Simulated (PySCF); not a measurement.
Species: C9H5S (charge +1).
SMILES: `C#Cc1ccc[s+]c1C#C`

Method used: PySCF, TDDFT PBE0/def2-SVPD, vertical, gas phase, core orbitals frozen in the response. Isolated species at its GFN2-xTB geometry, gas phase.

List the vertical singlet excitations with oscillator strengths and describe the spectrum.

```
state  E (eV)  ν̃ (cm⁻¹)       f  |μ| (D)  symmetry  main configurations (H = HOMO, L = LUMO)
   S1    3.22      25950   0.082     2.60        A′                                 H→L (96%)
   S2    3.43      27700  0.0000     0.00         –                               H-1→L (92%)
   S3    3.83      30890  0.0002     0.13         –                               H-3→L (88%)
   S4    4.12      33210   0.053     1.84        A′                               H-2→L (89%)
   S5    4.28      34550  0.0000     0.02         –                             H-1→L+1 (94%)
   S6    4.44      35790   0.183     3.30        A′                               H→L+1 (88%)
   S7    5.07      40920  0.0001     0.07         –                             H-3→L+1 (93%)
   S8    5.18      41760   0.197     3.17        A′                             H-2→L+1 (86%)
```

Triplets, Tamm–Dancoff:

```tsv
state	E (eV)	λ (nm)	main configurations (H = HOMO, L = LUMO)
T1	2.26	547.6	H→L (94%)
T2	2.95	420.6	H→L+1 (46%), H-2→L (42%)
T3	3.29	377.0	H→L+1 (48%), H-2→L (46%)
```

The lowest singlet lies at 3.22 eV (385 nm, visible) and is of moderate strength; its leading configuration is HOMO→LUMO (96%). The strongest level in the table is S8 at 5.18 eV (239 nm, f = 0.197). It is the last of those listed, so stronger ones may follow. Löwdin shares by element: HOMO carbon 63% or more (atoms not listed hold the other 37%); LUMO carbon 50% or more, sulfur 23% (atoms not listed hold the other 27%). The listed states span 1.96 eV, and the widest gap between neighbours is 0.64 eV (S6 to S7). The oscillator strengths of these states sum to 0.515; summed over the whole spectrum of an exact calculation they would give the number of electrons, 74 (Thomas–Reiche–Kuhn). Orbital energies (eV): HOMO-3 -12.99, HOMO-2 -12.72, HOMO-1 -12.37, HOMO -11.73, LUMO -7.85, LUMO+1 -6.71, LUMO+2 -4.35. S1 lies in the visible range (380 to 750 nm), at 385 nm, f = 0.082; light of that wavelength is violet, and its complementary colour is yellow-green; a Tamm–Dancoff triplet lies at 548 nm, without intensity as long as spin–orbit coupling is left out. Symmetry labels in Cs follow from the direction of the transition dipole and are given only for states with f of 0.002 or more. Only the lowest 8 singlets were computed, as vertical energies without vibronic structure.
